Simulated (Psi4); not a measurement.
Calculation: SAPT0/jun-cc-pVDZ, frozen core (Psi4).

Psi4 input:

```
molecule {
0 1
C -0.44561894 0.00704385 -0.39932910
C 0.44563839 -0.00693057 0.39930876
H -1.23669971 0.01703216 -1.10869677
H 1.23668026 -0.01714544 1.10871711
--
0 1
B -2.37639053 1.60661750 -3.21216128
N -1.41618703 0.83783058 -3.93670782
B -1.44801825 -0.58824673 -3.99513826
N -2.49987966 -1.24392755 -3.28680953
B -3.49280905 -0.53774371 -2.54289242
N -3.40133583 0.88684921 -2.52699371
H -2.32454893 2.79750717 -3.18059324
H -0.68355490 1.32295936 -4.42812840
H -0.63197295 -1.20457006 -4.60846429
H -2.54330734 -2.24943237 -3.31302447
H -4.36021193 -1.11250152 -1.96047691
H -4.09008780 1.40713445 -2.00881200
units angstrom
symmetry c1
no_reorient
no_com
}
set basis jun-cc-pvdz
set scf_type df
set freeze_core true
energy('sapt0')
```

Part of the output:

```
    SAPT Results
  --------------------------------------------------------------------------------------------------------
    Electrostatics                 -2.13432879 [mEh]      -1.33931154 [kcal/mol]      -5.60367947 [kJ/mol]
      Elst10,r                     -2.13432879 [mEh]      -1.33931154 [kcal/mol]      -5.60367947 [kJ/mol]

    Exchange                        4.70222947 [mEh]       2.95069354 [kcal/mol]      12.34570178 [kJ/mol]
      Exch10                        4.70222947 [mEh]       2.95069354 [kcal/mol]      12.34570178 [kJ/mol]
      Exch10(S^2)                   4.68534524 [mEh]       2.94009853 [kcal/mol]      12.30137224 [kJ/mol]

    Induction                      -0.90968857 [mEh]      -0.57083819 [kcal/mol]      -2.38838700 [kJ/mol]
      Ind20,r                      -1.22051173 [mEh]      -0.76588268 [kcal/mol]      -3.20445311 [kJ/mol]
      Exch-Ind20,r                  0.75896300 [mEh]       0.47625647 [kcal/mol]       1.99265709 [kJ/mol]
      delta HF,r (2)               -0.44813984 [mEh]      -0.28121199 [kcal/mol]      -1.17659098 [kJ/mol]

    Dispersion                     -3.79881422 [mEh]      -2.38379191 [kcal/mol]      -9.97378535 [kJ/mol]
      Disp20                       -4.15717265 [mEh]      -2.60866522 [kcal/mol]     -10.91465528 [kJ/mol]
      Exch-Disp20                   0.35835843 [mEh]       0.22487331 [kcal/mol]       0.94086993 [kJ/mol]
      Disp20 (SS)                  -2.07858632 [mEh]      -1.30433261 [kcal/mol]      -5.45732764 [kJ/mol]
      Disp20 (OS)                  -2.07858632 [mEh]      -1.30433261 [kcal/mol]      -5.45732764 [kJ/mol]
      Exch-Disp20 (SS)              0.21539433 [mEh]       0.13516198 [kcal/mol]       0.56551774 [kJ/mol]
      Exch-Disp20 (OS)              0.14296410 [mEh]       0.08971133 [kcal/mol]       0.37535219 [kJ/mol]

  Total HF                          1.65821212 [mEh]       1.04054381 [kcal/mol]       4.35363531 [kJ/mol]
  Total SAPT0                      -2.14060210 [mEh]      -1.34324810 [kcal/mol]      -5.62015004 [kJ/mol]
```
